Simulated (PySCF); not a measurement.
CH₈GeOSi, SMILES O[CH2][GeH2][SiH3].

The structure is a stationary point at PBE-D3(BJ)/def2-SVP. The structure was generated by enumeration, and PubChem lists no compound with its InChIKey, so it may never have been made. Other conformers were not sampled.

Calculation: PBE-D3(BJ)/def2-SVP (PySCF).

Frequencies are harmonic and unscaled.

```json
[
 {"mode": "1", "ν (cm⁻¹)": "66", "IR (km/mol)": "1.8", "moving atoms (share of kinetic energy)": "H 54 %, O 24 %, Ge 11 %"},
 {"mode": "2", "ν (cm⁻¹)": "76", "IR (km/mol)": "0.4", "moving atoms (share of kinetic energy)": "H 40 %, O 18 %, Ge 18 %, Si 16 %, C 9 %"},
 {"mode": "3", "ν (cm⁻¹)": "80", "IR (km/mol)": "3.1", "moving atoms (share of kinetic energy)": "H 48 %, O 16 %, C 13 %, Ge 12 %, Si 11 %"},
 {"mode": "4", "ν (cm⁻¹)": "246", "IR (km/mol)": "1.9", "moving atoms (share of kinetic energy)": "O 50 %, H 18 %, C 15 %, Si 11 %"},
 {"mode": "5", "ν (cm⁻¹)": "321", "IR (km/mol)": "40.2", "moving atoms (share of kinetic energy)": "H 96 %"},
 {"mode": "6", "ν (cm⁻¹)": "344", "IR (km/mol)": "3.9", "moving atoms (share of kinetic energy)": "Si 54 %, Ge 30 %, H 12 %"},
 {"mode": "7", "ν (cm⁻¹)": "356", "IR (km/mol)": "109.2", "moving atoms (share of kinetic energy)": "H 87 %"},
 {"mode": "8", "ν (cm⁻¹)": "453", "IR (km/mol)": "12.6", "moving atoms (share of kinetic energy)": "H 76 %, C 10 %"},
 {"mode": "9", "ν (cm⁻¹)": "468", "IR (km/mol)": "18.8", "moving atoms (share of kinetic energy)": "H 92 %"},
 {"mode": "10", "ν (cm⁻¹)": "574", "IR (km/mol)": "6.8", "moving atoms (share of kinetic energy)": "C 45 %, H 36 %, Ge 15 %"},
 {"mode": "11", "ν (cm⁻¹)": "615", "IR (km/mol)": "3.3", "moving atoms (share of kinetic energy)": "H 91 %"},
 {"mode": "12", "ν (cm⁻¹)": "686", "IR (km/mol)": "191.5", "moving atoms (share of kinetic energy)": "H 83 %, C 13 %"},
 {"mode": "13", "ν (cm⁻¹)": "810", "IR (km/mol)": "18.6", "moving atoms (share of kinetic energy)": "H 75 %, C 23 %"},
 {"mode": "14", "ν (cm⁻¹)": "825", "IR (km/mol)": "153.5", "moving atoms (share of kinetic energy)": "H 94 %"},
 {"mode": "15", "ν (cm⁻¹)": "846", "IR (km/mol)": "79.9", "moving atoms (share of kinetic energy)": "H 94 %"},
 {"mode": "16", "ν (cm⁻¹)": "904", "IR (km/mol)": "30.9", "moving atoms (share of kinetic energy)": "H 98 %"},
 {"mode": "17", "ν (cm⁻¹)": "906", "IR (km/mol)": "41.7", "moving atoms (share of kinetic energy)": "H 97 %"},
 {"mode": "18", "ν (cm⁻¹)": "1047", "IR (km/mol)": "138.4", "moving atoms (share of kinetic energy)": "O 46 %, C 42 %, H 12 %"},
 {"mode": "19", "ν (cm⁻¹)": "1127", "IR (km/mol)": "21.5", "moving atoms (share of kinetic energy)": "H 91 %"},
 {"mode": "20", "ν (cm⁻¹)": "1228", "IR (km/mol)": "16.5", "moving atoms (share of kinetic energy)": "H 81 %, C 17 %"},
 {"mode": "21", "ν (cm⁻¹)": "1338", "IR (km/mol)": "45.3", "moving atoms (share of kinetic energy)": "H 82 %, C 10 %"},
 {"mode": "22", "ν (cm⁻¹)": "1410", "IR (km/mol)": "2.1", "moving atoms (share of kinetic energy)": "H 93 %"},
 {"mode": "23", "ν (cm⁻¹)": "2035", "IR (km/mol)": "103.9", "moving atoms (share of kinetic energy)": "H 99 %"},
 {"mode": "24", "ν (cm⁻¹)": "2067", "IR (km/mol)": "93.8", "moving atoms (share of kinetic energy)": "H 99 %"},
 {"mode": "25", "ν (cm⁻¹)": "2147", "IR (km/mol)": "61.7", "moving atoms (share of kinetic energy)": "H 99 %"},
 {"mode": "26", "ν (cm⁻¹)": "2162", "IR (km/mol)": "92.9", "moving atoms (share of kinetic energy)": "H 96 %"},
 {"mode": "27", "ν (cm⁻¹)": "2165", "IR (km/mol)": "86.3", "moving atoms (share of kinetic energy)": "H 96 %"},
 {"mode": "28", "ν (cm⁻¹)": "2917", "IR (km/mol)": "38.5", "moving atoms (share of kinetic energy)": "H 94 %"},
 {"mode": "29", "ν (cm⁻¹)": "3036", "IR (km/mol)": "8.8", "moving atoms (share of kinetic energy)": "H 91 %, C 9 %"},
 {"mode": "30", "ν (cm⁻¹)": "3700", "IR (km/mol)": "31.2", "moving atoms (share of kinetic energy)": "H 94 %"}
]
```
